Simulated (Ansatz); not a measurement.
The same path of C2H7NOSSi2 (14 atoms, charge 0, multiplicity 1) was run twice with different band settings. The coordinate that changes most is the dihedral H8–O1–Si2–S3.

Method: Ansatz, RKS revPBE-D4/6-31G.

Relaxed end points:

```xyz
14
Properties=species:S:1:pos:R:3
O 0.681 -2.330 -0.196
Si -0.041 -0.830 0.375
S -1.142 -1.119 2.332
C -1.369 0.016 -0.805
N -0.952 1.361 -1.292
C 0.202 1.862 -0.964
Si 1.488 0.930 0.186
H 0.096 -3.120 -0.281
H -0.058 -1.490 3.119
H -1.555 -0.615 -1.694
H -2.338 0.130 -0.289
H 0.432 2.858 -1.369
H 1.769 1.707 1.451
H 2.773 0.612 -0.543
```

```xyz
14
Properties=species:S:1:pos:R:3
O 0.166 -2.416 -0.503
Si -0.153 -0.891 0.314
S -1.106 -1.165 2.353
C -1.416 0.042 -0.848
N -0.964 1.397 -1.256
C 0.199 1.851 -0.895
Si 1.455 0.824 0.212
H 0.759 -3.072 -0.071
H 0.049 -1.078 3.119
H -1.562 -0.564 -1.761
H -2.404 0.145 -0.369
H 0.462 2.860 -1.244
H 1.768 1.532 1.512
H 2.734 0.506 -0.533
```

Common settings: movable images 5; climbing image yes; spring 5.0 eV/Å²; optimiser quadratic models (default); force threshold 0.03 eV/Å; end points relaxed.

| run | start path | iteration limit |
| --- | --- | --- |
| 1 | through a guess of the saddle point | 22 |
| 2 | straight line | 19 |

**Question.** What does each run give, and how far can it be trusted?

**Answer.** Run 1: converged after 10 iterations, highest image 0.050 eV above the first end. A vibrational analysis at the climbing image gives one clearly imaginary mode, 228i cm⁻¹: a first-order saddle point.
Run 2: converged after 16 iterations, highest image 0.050 eV above the first end. Another band between the same ends (5 images) ends at a top of the same energy, where a vibrational analysis finds 1 clearly imaginary mode.
Limits of this set-up: no polarisation functions.
